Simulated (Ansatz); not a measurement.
## Pulling the pair apart

The pair of Br⁻ (SMILES [Br-], atom 1) and SbH₃ (SMILES [SbH3], atoms 2–5), both closed shells, in one local arrangement (a lower one may exist), relaxed at PBE0-D4/def2-TZVPD:

```xyz
5
angstrom
Br -0.5138 -0.3337 -2.7846
Sb 0.0113 -0.5783 0.3587
H -1.1420 0.6778 0.3881
H 1.3036 0.4619 -0.0373
H 0.3408 -0.2278 2.0751
```

SbH₃ is shifted rigidly along the line between the mean atom positions of the two fragments (negative: closer). Counterpoise interaction energies in kJ/mol. Program: Ansatz 0.2.0. Basis: def2-TZVPPD. Cores are frozen in the correlated methods. Filled d shells of the heavier atoms are correlated. Core potentials replace the inner electrons of the atoms past krypton. The def2 sets are not built for correlating such inner shells, so the correlated values are less sure here.

| shift (Å) | HF | PBE0-D4 | wB97M-V |
| --- | --- | --- | --- |
| -0.32 | -3.8 | -42.3 | -35.0 |
| -0.16 | -18.8 | -50.9 | -45.1 |
| 0.00 | -26.6 | -53.2 | -48.6 |
| 0.16 | -30.1 | -51.8 | -48.3 |
| 0.38 | -30.7 | -47.1 | -44.5 |
| 0.80 | -26.4 | -36.0 | -34.4 |
| 1.60 | -16.5 | -19.9 | -18.9 |
| 3.20 | -6.8 | -7.3 | -7.0 |

**Question.** What does CCSD(T) give at these shifts? (Judge from chemistry; the value comes from the calculation.)

**Answer.** Computed: -24.3, -36.0, -40.9, -41.8, -39.3, -31.1, -17.7, -6.6 kJ/mol. For zero shift, CCSD(T) at an estimated basis limit (MP2 extrapolated from triple and quadruple zeta, plus CCSD(T) − MP2 in triple zeta) gives -50.0 kJ/mol. These are counterpoise interaction energies, counted from the two frozen fragments.

No T1 diagnostic of these runs exceeds 0.012.

For scale, one of the runs: CCSD(T)/def2-TZVPPD, 164 basis functions, launched by `ansatz run in.yaml --threads 4 --pin off --events-out ev --progress --plain --max-ram 9574MiB`. The run took 12 s on 4 CPU threads of an AMD EPYC 9R45 (shared host), with 1.5 GiB of host memory at its peak.
